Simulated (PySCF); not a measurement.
O2Pb2, SMILES [O]1[Pb]2=[Pb]1[O]2. Coordinates come from a PBE-D3(BJ)/def2-SVP optimisation. The def2 effective core potentials stand for the cores of Pb; spin–orbit coupling is left out.

Q: Give the equilibrium geometry at PBE-D3(BJ)/def2-SVP (PySCF confirms it by a frequency run) as Cartesian coordinates in Å, and its point group. (Estimate from the structure and the level; the computed values follow.)

A: point group D2h.
```xyz
4

Pb     0.0000     0.0000     1.6149
Pb     0.0000     0.0000    -1.6149
O      0.0000    -1.4350     0.0000
O      0.0000     1.4350     0.0000
```
Charge 0, spin multiplicity 1.
